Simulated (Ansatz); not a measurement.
`O[SiH2][AsH2]` + `C[SeH]` → `C[Se][AsH2]` + silanol at 500 K and 1 bar (cleavage of the As–Si bond).

Gas-phase electronic energies from Ansatz, PBE0-D4/def2-TZVP geometries. CBS: MP2 limit from def2 TZ/QZ plus the TZ coupled-cluster correction, frozen cores. For As, Se outer-core shells are correlated without core-valence functions, which leaves a few kJ/mol of doubt a bond. Scalar relativity is left out up to krypton. One conformer a species, not always the lowest.

```csv
species,CCSD(T)/CBS energy (Eh),H − E (kJ/mol),S (J/(mol·K))
`O[SiH2][AsH2]`,-2602.30953,162.5,380.3
`C[SeH]`,-2441.15625,142.1,299.3
`C[Se][AsH2]`,-4676.77761,178.2,387.6
`O[SiH3]`,-366.69042,127.5,292.9
```

H − E and S are ideal-gas, rigid-rotor, harmonic terms from PBE0-D4/def2-TZVP, for one conformer and one mirror image of each species. 1 Eh = 2625.50 kJ/mol, R = 8.31446 J/(mol·K).

Question: By hand: ΔE, ΔH, ΔS and ΔG.

Answer: ΔE = (-4676.77761) + (-366.69042) − (-2602.30953) − (-2441.15625) = -0.00225 Eh = -5.9 kJ/mol. Δ(H − E) = 178.2 + 127.5 − 162.5 − 142.1 = 1.1, so ΔH = -4.8 kJ/mol. ΔS = 387.6 + 292.9 − 380.3 − 299.3 = 0.9 J/(mol·K). ΔG = -4.8 − 500 × (0.9)/1000 = -5.2 kJ/mol.

Question: By hand: the equilibrium constant, and the temperature at which ΔG would vanish if ΔH and ΔS stayed fixed.

Answer: log₁₀ K = −ΔG/(RT ln 10) = 0.5. ΔH and −TΔS have one sign here, so there is no such temperature.

The number of gas molecules stays the same, so ΔS is small and ΔH decides. The sign of ΔG lies within the doubt. A doubt of 5 kJ/mol in ΔE shifts log₁₀ K by 0.5 here. Other conformers and mirror images would add mixing entropy, several J/(mol·K) or more a flexible species. These are equilibria of isolated gas molecules and say nothing of rates. Largest T1 diagnostic: 0.011 (customary marks: 0.02 for closed shells, 0.045 for open ones).

ΔS is within the doubt of such terms, so its sign, and with it that verdict, could turn.
